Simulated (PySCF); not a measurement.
Cl₅Sb, singlet, geometry from GFN2-xTB (core potentials on Sb); DF-TPSS/def2-SVP (PySCF).

The PySCF input:
```python
from pyscf import gto, scf, dft

mol = gto.Mole()
mol.atom = '''
    Sb   -0.000000    0.000000   -0.000000
    Cl    1.969498   -0.363960   -1.232708
    Cl    1.008436   -1.019389    1.912155
    Cl   -1.008436    1.019389   -1.912155
    Cl   -1.692244   -1.633030    0.021874
    Cl   -0.277254    1.996990    1.210834
'''
mol.basis = 'def2-svp'
mol.ecp = {'Sb': 'def2-svp'}
mol.charge = 0
mol.spin = 0
mol.verbose = 4
mol.build()

mf = dft.RKS(mol)
mf.xc = 'tpss'
mf = mf.density_fit(auxbasis='def2-universal-jkfit')
mf.kernel()
```

Q: What does PySCF print? Leave out banner, timings and long lists.

A: 
```
PySCF version 2.14.0

[INPUT] verbose = 4
[INPUT] num. atoms = 6
[INPUT] num. electrons = 108
[INPUT] charge = 0
[INPUT] spin (= nelec alpha-beta = 2S) = 0
[INPUT] symmetry False subgroup None
[INPUT] Mole.unit = angstrom
[INPUT] Symbol           X                Y                Z      unit          X                Y                Z       unit  Magmom
[INPUT]  1 Sb     0.000000000000   0.000000000000   0.000000000000 AA    0.000000000000   0.000000000000   0.000000000000 Bohr   0.0
[INPUT]  2 Cl     1.969498000000  -0.363960000000  -1.232708000000 AA    3.721811822879  -0.687784720297  -2.329480511560 Bohr   0.0
[INPUT]  3 Cl     1.008436000000  -1.019389000000   1.912155000000 AA    1.905667854152  -1.926366024394   3.613449257718 Bohr   0.0
[INPUT]  4 Cl    -1.008436000000   1.019389000000  -1.912155000000 AA   -1.905667854152   1.926366024394  -3.613449257718 Bohr   0.0
[INPUT]  5 Cl    -1.692244000000  -1.633030000000   0.021874000000 AA   -3.197877695938  -3.085979453198   0.041335869249 Bohr   0.0
[INPUT]  6 Cl    -0.277254000000   1.996990000000   1.210834000000 AA   -0.523934126940   3.773764173495   2.288144642312 Bohr   0.0

nuclear repulsion = 855.354677963765
number of shells = 50
number of NR pGTOs = 241
number of NR cGTOs = 116
basis = def2-svp
ecp = {'Sb': 'def2-svp'}

******** <class 'pyscf.df.df_jk.DFRKS'> ********
method = DFRKS
initial guess = minao
damping factor = 0
level_shift factor = 0
DIIS = <class 'pyscf.scf.diis.CDIIS'>
diis_start_cycle = 1
diis_space = 8
diis_damp = 0
SCF conv_tol = 1e-09
SCF conv_tol_grad = None
SCF max_cycles = 50
direct_scf = False
XC library pyscf.dft.libxc version 7.1.2
    S. Lehtola, C. Steigemann, M. J. T. Oliveira, and M. A. L. Marques,  SoftwareX 7, 1–5 (2018)
XC functionals = tpss
    J. Tao, J. P. Perdew, V. N. Staroverov, and G. E. Scuseria,  Phys. Rev. Lett. 91, 146401 (2003)
    J. P. Perdew, J. Tao, V. N. Staroverov, and G. E. Scuseria,  J. Chem. Phys. 120, 6898 (2004)
    J. Tao, J. P. Perdew, V. N. Staroverov, and G. E. Scuseria,  Phys. Rev. Lett. 91, 146401 (2003)
    J. P. Perdew, J. Tao, V. N. Staroverov, and G. E. Scuseria,  J. Chem. Phys. 120, 6898 (2004)
radial grids:
    Treutler-Ahlrichs [JCP 102, 346 (1995); DOI:10.1063/1.469408] (M4) radial grids

becke partition: Becke, JCP 88, 2547 (1988); DOI:10.1063/1.454033
pruning grids: <function nwchem_prune>
grids dens level: 3
symmetrized grids: False
atomic radii adjust function: <function treutler_atomic_radii_adjust>
small_rho_cutoff = 0
Set gradient conv threshold to 3.16228e-05
Initial guess from minao.
tot grids = 116360
init E= -2515.92003253771
  HOMO = -0.652962024781983  LUMO = -0.641280960474226  gap/eV = 0.31786
cycle= 1 E= -2537.53078884722  delta_E= -21.6  |g|= 3.61  |ddm|= 10.8
  HOMO = 0.108822122213731  LUMO = 0.298408602124396  gap/eV = 5.15891
cycle= 2 E= -2534.23716976764  delta_E= 3.29  |g|= 5.39  |ddm|= 8.72
  HOMO = -0.249757981587251  LUMO = -0.134742900672833  gap/eV = 3.12972
cycle= 3 E= -2540.51909366315  delta_E= -6.28  |g|= 0.588  |ddm|= 4.12
  HOMO = -0.293502827564426  LUMO = -0.217863425388348  gap/eV = 2.05825
cycle= 4 E= -2540.60110404507  delta_E= -0.082  |g|= 0.364  |ddm|= 1.46
  HOMO = -0.282613187879378  LUMO = -0.211285428773049  gap/eV = 1.94093
cycle= 5 E= -2540.63135503035  delta_E= -0.0303  |g|= 0.195  |ddm|= 0.803
  HOMO = -0.289880475916311  LUMO = -0.207547701533902  gap/eV = 2.24039
cycle= 6 E= -2540.6454608062  delta_E= -0.0141  |g|= 0.0283  |ddm|= 0.403
  HOMO = -0.287402798944673  LUMO = -0.205650212755961  gap/eV = 2.22460
cycle= 7 E= -2540.64571496677  delta_E= -0.000254  |g|= 0.00276  |ddm|= 0.0473
  HOMO = -0.287428261803662  LUMO = -0.205711615546205  gap/eV = 2.22362
cycle= 8 E= -2540.64571725006  delta_E= -2.28e-06  |g|= 0.000164  |ddm|= 0.00441
  HOMO = -0.287434965263327  LUMO = -0.205715377755748  gap/eV = 2.22370
cycle= 9 E= -2540.64571726046  delta_E= -1.04e-08  |g|= 4.75e-05  |ddm|= 0.000358
  HOMO = -0.287436512250196  LUMO = -0.205717066743699  gap/eV = 2.22370
cycle= 10 E= -2540.64571726113  delta_E= -6.74e-10  |g|= 9.94e-06  |ddm|= 5.17e-05
  HOMO = -0.287435277614421  LUMO = -0.205717219478178  gap/eV = 2.22366
Extra cycle  E= -2540.64571726096  delta_E= 1.75e-10  |g|= 2.39e-05  |ddm|= 6.44e-05
converged SCF energy = -2540.64571726096
```
